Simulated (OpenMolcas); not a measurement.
# Pd4+: moving or changing the point charges

Pd4+ among 6 point charges of -1.7 e arranged as a trigonal antiprism (D3d), 1.92 Å from the ion, with a polar angle of 53.1° against the regular 54.74°.
```
   0.0000    1.5353    1.1530  -1.70
  -1.3296   -0.7676    1.1530  -1.70
   1.3296   -0.7676    1.1530  -1.70
   0.0000   -1.5353   -1.1530  -1.70
   1.3296    0.7676   -1.1530  -1.70
  -1.3296    0.7676   -1.1530  -1.70
```

```yaml
Program: OpenMolcas
Method: "SS-CASPT2, IPEA 0.25 Eh, imaginary shift 0.1 Eh (closed shells correlated: 4s 4p)"
Basis: ANO-RCC-VTZP [7s6p4d2f1g]
Scalar_Hamiltonian: DKH2, point nucleus
Active_space: 6 electrons in 5 orbitals (4d)
State_averaging: 2S+1 = 5 even, 5 roots; 2S+1 = 3 even, 45 roots; 2S+1 = 1 even, 50 roots
Spin-orbit_coupling: RASSI with atomic mean-field integrals over the reference wave functions
```

Runs around this geometry, states (labels of D3, the rotations of D3d). Energies in cm-1 above the lowest state or level, χT in cm3 K/mol.

```tsv
R (Å)	q (e)	Polar angle / regular	Ground state	First state of that spin	First gap with spin-orbit (degeneracies)	χT at 300 K	First state of another spin
1.92	-1.7	0.89	5E	5A1 5220	740 (2, 1)	4.772	3E 17350
1.92	-1.1	0.97	5E	5A1 970	320 (2, 1)	4.711	3A2 18190
1.84	-1.7	0.97	5E	5A1 1550	390 (2, 1)	4.463	3E 15620
1.92	-1.7	0.97	5E	5A1 1410	380 (2, 1)	4.542	3E 16730
2.03	-1.7	0.97	5E	5A1 1240	370 (2, 1)	4.656	3E 17810
```

Taking the first state of the same spin as R^-n, n = -ln(1240 / 1550) / ln(2.03 / 1.84) = 2.3 between the shortest and longest distance.

Scaling the charges by -1.1 / -1.7 = 0.65 scales the first state of the same spin by 970 / 1410 = 0.69; with fixed orbitals a first-order splitting would follow the charge.

Roots that are degenerate in the reference are averaged as groups; the widest CASPT2 spread within a group is 240 cm-1 (the 2-fold group of multiplicity 1 near 76500 cm-1 above the lowest state of its run, R = 1.92, q = -1.7, ratio = 0.97). Shifts and gaps below about the spread of the groups concerned are not significant. An orbital doublet at a regular site is open to a Jahn-Teller distortion, which this geometry leaves out. Point charges give a weaker field than real ligands, and real ions of this kind are as a rule low spin; the high spin found here belongs to the model. Free-ion shares, where given, are those of the reference states; single-state CASPT2 does not remix them. The ground term spreads over less than 5000 cm-1, several times less than with real ligands, so orbital moments are less quenched and χT lies further from the spin-only value than at real sites (holds for R = 1.92, q = -1.1, ratio = 0.97). This is an electrostatic model: the charges have no orbitals. No measured value stands beside these numbers.
